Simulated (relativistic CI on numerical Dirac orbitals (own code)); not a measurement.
# Hyperfine structure of Ga4+, mass number 69

Computed by Dirac-Coulomb-Breit CI, KLI orbitals optimised for each configuration, a model potential for QED, valence Slater integrals scaled by 0.85, P86 correlation energy added to each configuration (own radial code, finite nucleus).

Configuration list (outside the closed core [Ne]): 3s2.3p6.3d9, 3s2.3p6.3d8.4s, 3s2.3p6.3d8.4p, 3s2.3p5.3d10, 3s2.3p6.3d8.4d, 3s2.3p6.3d8.5s, 3s2.3p6.3d8.5p, 3s2.3p6.3d7.4s2, 3s2.3p6.3d8.4f, 3s2.3p6.3d8.5d, 3s2.3p6.3d7.4s.4p, 3s2.3p6.3d8.5f, 3s2.3p6.3d8.5g, 3s2.3p6.3d7.4p2, 3s.3p6.3d10, 3s2.3p6.3d7.4s.4d. Levels of other configurations are missing.

Nuclear spin I = 3/2, μ = 2.01502 μN, Q = 0.171 b (tables of Stone and Pyykkö). The electronic factors are computed for point nuclear moments, without core polarisation; leaving it out makes A of s and p electrons in near-neutral atoms 20 to 40 % too small, and it can dominate for d and f shells.

```
                Level   E (eV)  A (MHz)  B (MHz)
   3s2.3p6.3d9 2D_5/2   0.0000     1114     -284
   3s2.3p6.3d9 2D_3/2   0.4340     2643     -204
3s2.3p6.3d8.4s 4F_9/2  25.9533     3524     -153
3s2.3p6.3d8.4s 4F_7/2  26.2016     1803     -103
3s2.3p6.3d8.4s 4F_5/2  26.4315    991.6      -69
3s2.3p6.3d8.4s 4F_3/2  26.5837    -1528    -69.2
3s2.3p6.3d8.4s 2F_7/2  26.9130     1678     -150
3s2.3p6.3d8.4s 2F_5/2  27.3012     4012     -123
```

Levels with J = 0, under 50 % of one LS term, or S terms without an open s electron are left out. Small factors come from cancelling terms and can be off by tens of per cent or more.

At this charge configurations can still be misplaced by up to about 7 % of their energy. 55 of the 59 excited levels that our extract of the measured tables holds in this range could be paired (the sources list more); they are missed by 1486 cm⁻¹ on average and 4030 at most, and levels without a partner can miss by more.

Give the hyperfine levels of 3s2.3p6.3d9 2D_5/2 relative to its centre of gravity.

With K = F(F + 1) − I(I + 1) − J(J + 1), E = AK/2 + B[¾K(K + 1) − I(I + 1)J(J + 1)]/[2I(2I − 1)J(2J − 1)]: F = 1: -6048, F = 2: -3592, F = 3: -122.3, F = 4: 4107 MHz.

LS names give the leading component of a level, which can be under half, so a name can repeat, a term be missing and a line seem to break the LS rules.
